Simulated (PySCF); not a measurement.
## Correlation energy of V³⁺ (vanadium, charge +3)

[Ar] 3d2, high-spin 3F determinant. All numbers are calculated (PySCF 2.14, scalar relativity by spin-free X2C-1e, in aug-cc-pVTZ-DK). Frozen: [Ar]; 2 electrons correlated.

With two correlated electrons CCSD is exact within the correlated space (frozen core and kept virtual orbitals).

```tsv
level	correlation energy (mhartree)
CCSD	-5.24
```

Diagnostics: T1 = 0.00094, D1 = 0.0013, largest double amplitude 0.013.

Task: Is a single reference adequate?

Result: Yes: T1 lies below 0.03 and no double amplitude reaches 0.07.
